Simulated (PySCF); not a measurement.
These compounds are isomers of formula C6H4N2.

A. SMILES N#Cc1cccnc1
B. `N#Cc1ccncc1`
C. `N1=CC=CC=C1C#N`

Spectrum 1. 1H NMR (400 MHz, computed): δ 8.86 (dt, J = 5.4, 1.3 Hz, 1H), 7.84 (td, J = 8.6, 1.6 Hz, 1H), 7.65 (dd, J = 8.7, 1.0 Hz, 1H), 7.37 (dd, J = 8.5, 5.4 Hz, 1H). 13C{1H} NMR (computed): δ 156.2 (CH), 141.8 (CH), 139.7 (C), 135.2 (CH), 130.7 (CH), 122.8 (C).

Spectrum 2. 1H NMR (400 MHz, computed): δ 9.02 (dd, J = 2.1, 1.0 Hz, 1H), 8.93 (dd, J = 5.5, 1.6 Hz, 1H), 7.93 (dt, J = 8.8, 1.9 Hz, 1H), 7.35 (ddd, J = 8.8, 5.5, 1.0 Hz, 1H). 13C{1H} NMR (computed): δ 160.1 (CH), 158.0 (CH), 146.0 (CH), 127.9 (CH), 122.6 (C), 114.7 (C).

Spectrum 3. 1H NMR (400 MHz, computed): δ 8.98 (dd, J = 5.7, 1.0 Hz, 2H), 7.42 (dd, J = 5.7, 1.0 Hz, 2H). 13C{1H} NMR (computed): δ 156.6 (CH), 131.3 (CH), 125.3 (C), 122.9 (C).

PySCF 2.14 calculation with σ from GIAO-PBE0/pcSseg-1, PBE0-D3(BJ)/def2-SVP structure and couplings computed with B3LYP/pcJ-1 (spin–dipole term left out of most H,H and C,H couplings); in vacuum, one conformer, one averaged value for each set of equivalent atoms, non-relativistic.

Referencing at the same level of theory: 1H (σ = 31.27 ppm) and 13C (σ = 184.41 ppm) against TMS. Multiplet labels drop J under 1 Hz and among equivalent protons, and merge close values. Unscaled 3J(H,H) run several per cent high. Shifts are as computed. Against solution values, carbons near 30 ppm lie about +2 ppm off and those near 130 ppm about +5 ppm. Of 1211 compounds with measured shifts, 218 miss one by over three times the rms of a fit or turn the order of signals round; such compounds aren't used in these exercises.

Task: Which spectrum belongs to which compound?

Result: 1–C, 2–A, 3–B.

- Spectrum 1 (C): 6 13C signals; δC 156.2 is an aromatic CH next to a ring nitrogen; δC 135.2 is an aromatic CH.
- Spectrum 2 (A): 6 13C signals; δC 160.1 is an aromatic CH next to a ring nitrogen; δC 158.0 is an aromatic CH next to a ring nitrogen.
- Spectrum 3 (B): 4 13C signals; δC 156.6 is an aromatic CH next to a ring nitrogen; δC 131.3 is an aromatic CH.
